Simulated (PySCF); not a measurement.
**ZnC: a base run and its variants**

Base input, run as `OMP_NUM_THREADS=1 python input.py` with PySCF 2.14:

```python
from pyscf import gto, scf, ci

mol = gto.M(
    atom='Zn 0 0 0; C 0 0 1.9',
    basis='6-31g*',
    charge=0,
    spin=2,
    verbose=4,
)
mf = scf.ROHF(mol)
mf.kernel()
ci.CISD(mf).kernel()
mf.dip_moment()
print('orbital energies (hartree):', mf.mo_energy[..., max(0, mol.nelec[1]-3):mol.nelec[0]+3].round(4))
```

Base result: E(SCF) = -1815.149197 Eh, 11 cycles, E(CISD) − E(SCF) = -0.34629 Eh, μz(SCF) = -2.54 D. The bond length is a typed value, not an optimised one. No search for the lowest solution was made.

It ran on Arm Neoverse V2 (1 thread, shared host) in 7.7 s, peak memory 0.3 GiB.

Each row names what differs from the base; energies in brackets are changes from the base.

| change | result | wall time (s) |
| --- | --- | --- |
| geometry: bond 1.9 → bond 1.767 | E(SCF) = -1815.133045 Eh (+0.4395 eV), 11 cycles, E(CISD) − E(SCF) = -0.35256 Eh, μz(SCF) = -2.76 D | 7.7 |
| geometry: bond 1.9 → bond 0.3 [unsound on purpose] | E(SCF) = -1755.597431 Eh, 10 cycles, E(CISD) − E(SCF) = -0.23621 Eh, μz(SCF) = -2.48 D | 6 |
| spin-free X2C: off → on [basis contracted without relativity] | E(SCF) = -1828.337488 Eh, 11 cycles, E(CISD) − E(SCF) = -0.34476 Eh, μz(SCF) = -2.51 D | 7.7 |
| geometry: bond 1.9 → bond 2.85 [stretched restricted solution, likely unstable] | E(SCF) = -1815.159614 Eh (-0.2835 eV), 10 cycles, E(CISD) − E(SCF) = -0.31821 Eh, μz(SCF) = -0.80 D | 7 |
| basis set: 6-31g* → jorge-dzp-dkh; spin-free X2C: off → on | E(SCF) = -1831.766948 Eh, 11 cycles, E(CISD) − E(SCF) = -0.62394 Eh, μz(SCF) = -2.99 D | 16 |
| basis set: 6-31g* → cc-pvdz | E(SCF) = -1815.509992 Eh (-9.8177 eV), 11 cycles, E(CISD) − E(SCF) = -0.61635 Eh, μz(SCF) = -2.87 D | 15 |
| Cartesian functions: off → on | E(SCF) = -1815.153656 Eh (-0.1213 eV), 11 cycles, E(CISD) − E(SCF) = -0.41073 Eh, μz(SCF) = -2.53 D | 13 |
| functional: none (Hartree–Fock) → scan; SCF type: ROHF → ROKS; step after the SCF: cisd → analyze | E(SCF) = -1817.052205 Eh, 11 cycles, μz(SCF) = -2.69 D | 4.2 |
| step after the SCF: cisd → optimize | E(SCF) = -1815.149197 Eh (+0.0000 eV), 11 cycles, all at the start geometry; optimised bond 2.372 Å with E = -1815.161047 Eh after 9 steps | 15 |
| initial guess: minao → 1e | E(SCF) = -1815.149197 Eh (+0.0000 eV), 19 cycles, E(CISD) − E(SCF) = -0.34629 Eh, μz(SCF) = -2.54 D | 7.7 |
| geometry: bond 1.9 → bond 3.8 [stretched restricted solution, likely unstable] | E(SCF) = -1815.157241 Eh (-0.2189 eV), 11 cycles, E(CISD) − E(SCF) = -0.31359 Eh, μz(SCF) = 0.38 D | 6.5 |
| damping: none → 0.2 | stops with NotImplementedError (ROHF Fock-damping) during the SCF | 0.69 |
| SCF type: ROHF → UHF [an earlier cycle lay lower, so not the lowest solution of its kind] | E(SCF) = -1815.152058 Eh (-0.0778 eV), E(CISD) − E(SCF) = -0.34132 Eh, ⟨S²⟩ = 2.042, μz(SCF) = -2.61 D | 7.6 |
| step after the SCF: cisd → ccsd(t); frozen orbitals: 0 → 6 | E(SCF) = -1815.149197 Eh (+0.0000 eV), 11 cycles, E(CCSD) − E(SCF) = -0.38338 Eh, (T) = -0.01638 Eh, μz(SCF) = -2.54 D | 15 |
| step after the SCF: cisd → tda; SCF type: ROHF → UHF; number of roots: default → 3 [an earlier cycle lay lower, so not the lowest solution of its kind] | E(SCF) = -1815.152058 Eh (-0.0778 eV), ⟨S²⟩ = 2.042, μz(SCF) = -2.61 D, first excitations without spin–orbit coupling 0.49, 1.16, 1.16 eV | 2.1 |
| functional: none (Hartree–Fock) → m11; SCF type: ROHF → ROKS; step after the SCF: cisd → analyze | stops with KeyError ("LibXCFunctional: name 'M11' not found.") | 0.44 |
| spin (2S): 2 → 6 [a high spin state] | E(SCF) = -1814.896549 Eh (+6.8749 eV), 15 cycles, E(CISD) − E(SCF) = -0.26159 Eh, μz(SCF) = 3.12 D | 8.1 |

**Question.** Order these changes by how far they move the SCF energy from the base, largest first: (1) Cartesian functions: off → on; (2) geometry: bond 1.9 → bond 1.767; (3) geometry: bond 1.9 → bond 2.85; (4) geometry: bond 1.9 → bond 3.8.

**Answer.** (2) +0.4395 eV, (3) -0.2835 eV, (4) -0.2189 eV, (1) -0.1213 eV.
